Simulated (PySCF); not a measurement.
## Constants of KS, step by step

State: ²Π, doublet, unpaired electrons π ↑. De refers to K + S. ROHF-based CCSD(T) in PySCF 2.14 with K cc-pwCVDZ-X2C, S aug-cc-pVDZ-DK and K cc-pwCVTZ-X2C, S aug-cc-pVTZ-DK (frozen core orbitals: 10; spin-free X2C with a Gaussian nucleus). Correlation energies are extrapolated as n⁻³ (n = 2, 3), Hartree–Fock as (n+1)·exp(−9√n). CV is the change on freezing 6 orbitals instead, in K cc-pwCVTZ-X2C, S cc-pCVTZ-DK.

```
         Level  Re (Å)  ωe (cm⁻¹)  ωexe (cm⁻¹)  αe (cm⁻¹)  De (eV)
    CCSD(T)/DZ  2.8996      241.3        0.990   0.000695    2.342
    CCSD(T)/TZ  2.8363      252.0        0.993   0.000714    2.568
        HF/CBS  2.8902      245.0        0.958   0.000677    1.642
       MP2/CBS  2.8101      257.3        0.997   0.000720    2.655
      CCSD/CBS  2.8225      255.8        0.992   0.000713    2.571
   CCSD(T)/CBS  2.8176      255.9        0.996   0.000719    2.661
CCSD(T)/CBS+CV  2.8151      256.2        0.997   0.000721    2.665
```

How much is left between CCSD(T)/TZ and the basis-set limit, and how much do the triples give at the limit?

CCSD(T)/CBS less CCSD(T)/TZ: -18.7 mÅ in Re, +3.9 cm⁻¹ in ωe and +0.093 eV in De. CCSD(T)/CBS less CCSD/CBS: -4.9 mÅ in Re, +0.1 cm⁻¹ in ωe and +0.090 eV in De.

What do the later terms add?

CV: -2.5 mÅ in Re, +0.3 cm⁻¹ in ωe and +0.004 eV in De, each against the row above.

The T1 diagnostic is 0.015. The state was picked by a PBE0 search and need not be the measured ground state. Spin–orbit coupling, excitations beyond (T) and corrections to the Born–Oppenheimer picture are left out.

The whole job (state search and all basis sets along the bond) took about 48 min on 4 threads of Arm Neoverse V1 (shared host), peak memory 12 GiB.
